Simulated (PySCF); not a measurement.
Q: Give a PBE0-D3(BJ)/def2-SVP geometry of InChI=1S/C7H7NO/c8-7-3-1-6(5-9)2-4-7/h1-5H,8H2.

A: 
```
atom  x, y, z in Å
N1     2.820   -0.316   -0.034
C2     1.465   -0.145   -0.055
C3     0.609   -1.200   -0.430
C4    -0.765   -1.024   -0.412
C5    -1.334    0.195   -0.025
C6    -2.790    0.376   -0.010
O7    -3.362    1.393    0.308
C8    -0.482    1.246    0.349
C9     0.889    1.084    0.337
H10    3.414    0.497    0.036
H11    3.219   -1.115   -0.504
H12    1.038   -2.159   -0.733
H13   -1.419   -1.851   -0.707
H14   -3.368   -0.531   -0.328
H15   -0.936    2.194    0.649
H16    1.543    1.909    0.632
```

Orientation and origin are arbitrary. Atoms count from 1 in this order. The 9 heavy atoms lie in one plane (0.008 Å rms). N1 (aniline-type nitrogen) has angles 119.0°, 119.0° and 115.9°, sum 353.9°, 0.16 Å off the plane of its three neighbours. The 6-membered ring C2–C3–C4–C5–C8–C9 has internal angles of 118.5° to 121.1° (sum 720°, against 720° for a flat polygon); it is planar, 0.00 Å rms from its mean plane, widest ring torsion 0°. The C–C distances run from 1.381 Å (C8–C9, aromatic) to 1.467 Å (C5–C6, drawn single), a spread of 0.086 Å.

Bonds between heavy atoms (Å): N1–C2 1.365, C2–C3 1.410, C3–C4 1.385, C4–C5 1.400, C5–C6 1.467, C6=O7 1.209, C5–C8 1.404, C8–C9 1.381, C2–C9 1.413.

Theory: PBE0-D3(BJ)/def2-SVP geometry optimisation, gas phase in PySCF.

Point group: near Cs, missed by 0.24 Å at most; the miss may be what the optimiser left on a soft mode. PBE0-D3(BJ)/def2-SVP frequencies: not computed here. One conformer, not necessarily the lowest (C4–C5–C6–O7 180°).

Time: 70 s; peak memory 0.85 GiB. Hardware: an Arm Neoverse V1 with one thread, on a shared host. These figures are those of the optimisation.
